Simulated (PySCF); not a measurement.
**Electron correlation in Gd⁴⁶⁺ (gadolinium, charge +46)**

Starting occupation: [Ar]. Calculation: PySCF 2.14, in an even-tempered Gaussian basis (18 s from 3.9 bohr⁻², ratio 2.6; 14 p from 5 bohr⁻², ratio 2.6; 5 d from 5.1 bohr⁻², ratio 2.8; 3 f from 83 bohr⁻², ratio 2.8); X2C-1e with screened-nucleus spin-orbit coupling, Gaussian nucleus. Frozen: [Ne]; 8 electrons correlated; the 62 highest virtual spinors left out.

MP2 pair energies summed by pair of shells (mhartree):

```tsv
pair	energy	share (%)
3p3/2-3p3/2	-184.90	42.1
3p1/2-3p3/2	-161.40	36.7
3p1/2-3p1/2	-41.56	9.5
3p3/2-3s1/2	-23.68	5.4
3s1/2-3s1/2	-14.92	3.4
3p1/2-3s1/2	-12.78	2.9
```

Total MP2 correlation energy: -439.25 mhartree.

The virtual space was cut to 50 spinors, which keep -423.86 of the -439.25 mhartree of MP2 correlation.

```tsv
level	correlation energy (mhartree)
CCSD	-465.75
(T)	-2.01
CCSD(T)	-467.76
```

Diagnostics: T1 = 0.00022, largest double amplitude 0.037.

Cost of the coupled-cluster step: roughly 30 core-seconds, for 8 occupied and 50 virtual spinors.

Iterations:

```
Init t2, MP2 energy = -0.42386068322917
CCSD nocc = 8, nmo = 58
Init t2, MP2 energy = -0.42386068322917
Init E_corr(GCCSD) = -0.42386068322917
cycle = 1  E_corr(GCCSD) = -0.459554981366948  dE = -0.0356942981  norm(t1,t2) = 0.0131675
cycle = 2  E_corr(GCCSD) = -0.464622426937101  dE = -0.00506744557  norm(t1,t2) = 0.00262704
cycle = 3  E_corr(GCCSD) = -0.465788037949293  dE = -0.00116561101  norm(t1,t2) = 0.000702392
cycle = 4  E_corr(GCCSD) = -0.465748984001045  dE = 3.90539482e-05  norm(t1,t2) = 7.33858e-05
cycle = 5  E_corr(GCCSD) = -0.465750100796318  dE = -1.11679527e-06  norm(t1,t2) = 6.83943e-06
cycle = 6  E_corr(GCCSD) = -0.46575001129422  dE = 8.95020975e-08  norm(t1,t2) = 5.65586e-07
cycle = 7  E_corr(GCCSD) = -0.465750014756304  dE = -3.46208306e-09  norm(t1,t2) = 4.22152e-08
GCCSD converged
E(GCCSD) = -9357.97030045539  E_corr = -0.4657500147563035
```

The coupled-cluster values are those of the cut space; adding the MP2 remainder, -15.39 mhartree, estimates the full space.

At this charge the one-electron X2C treatment keeps the bare 1/r₁₂, with no two-electron picture change or Breit term. The effect here is smaller than on the frozen 1s shell.
